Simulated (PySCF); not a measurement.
**pyrrole-2-carboxaldehyde: full NMR table**

```yaml
Formula: C5H5NO
SMILES: O=Cc1ccc[nH]1
Point_group_of_the_computed_structure: Cs
Degrees_of_unsaturation: 4
Carbon_signals: 5
Proton_signals: 5
```

Mapped SMILES: `[O:1]=[CH:2][c:3]1[cH:4][cH:5][cH:6][nH:7]1`; H(Xn) means a hydrogen on atom n.

Theory: shielding tensors at PBE0/pcSseg-1 (GIAO), geometry from GFN2-xTB, in PySCF 2.14 (isolated molecule, one computed conformer, non-relativistic Hamiltonian).

Referencing at the same level of theory: TMS for ¹H (σ = 31.72 ppm) and ¹³C (σ = 186.93 ppm); ¹⁵N (σ = 267.73 ppm) against NH3; ¹⁷O (σ = 336.08 ppm) vs H2O.

| carbon | δC, type | δH (multiplicity) | HMBC from (2–3 bonds) | span of the C tensor (ppm) |
| --- | --- | --- | --- | --- |
| C2 | 182.6, CH | 9.82 (s) | H(C4) | 183 |
| C3 | 137.2, C | – | H(C2), H(C6), H(C4), H(C5) | 132 |
| C4 | 124.7, CH | 7.00 (m) | H(C2), H(C6), H(C5) | 183 |
| C5 | 116.5, CH | 6.53 (m) | H(C6), H(C4) | 171 |
| C6 | 127.8, CH | 7.04 (m) | H(C4), H(C5) | 162 |

Other nuclei:
```
atoms  nucleus                               environment  δ (ppm)  σ (ppm)
H(N7)       ¹H  hydrogen on a pyrrole-type ring nitrogen     8.91    22.81
   N7      ¹⁵N                pyrrole-type ring nitrogen    171.6     96.1
   O1      ¹⁷O                           aldehyde oxygen    592.3   -256.2
```

- Carbon types of the structure: 1 × C, 4 × CH, leaving 1 H on heteroatoms.
- δC 182.6: aldehyde carbonyl carbon; low-lying n→π* states of the double bond to the heteroatom give a large paramagnetic term (-238 ppm).
- δC 137.2: substituted aromatic carbon next to a ring nitrogen.
- δC 127.8: aromatic CH next to a ring nitrogen.
- δH 9.82: hydrogen on an aldehyde carbonyl carbon; the formyl region, downfield of aromatic protons.
- δH 8.91: hydrogen on a pyrrole-type ring nitrogen; exchangeable, gas-phase position.

The OH or NH signal is concentration- and solvent-dependent in practice; the value given is the gas-phase one. Shifts are as computed. Against solution values, carbons near 30 ppm lie about +3 ppm off and those near 130 ppm about +5 ppm (rms about the fit 2.1 ppm; single classes can miss by 10 ppm). Of 1328 compounds with measured shifts, 309 miss one by over three times the rms of a fit or turn the order of signals round; such compounds aren't used in these exercises. Signals without a measured value on file couldn't be tested in this way; 1H shifts scatter by 0.2 ppm about their fit, and single ones miss by 0.5 ppm. Unscaled 17O shifts of doubly bonded oxygen tend to come out too high, by tens of ppm or more. Experimental scales use liquid or dissolved standards, which lie at an offset from isolated NH3 (liquid NH3: subtract about 20 ppm) and H2O (liquid H2O: subtract about 36 ppm). Unscaled 15N shifts of sp2 nitrogen often come out too high even then, by a few to some tens of ppm. Multiplicities follow the n + 1 count of equivalent neighbours, as no J values were calculated; m marks all less simple cases, F and P coupling included.
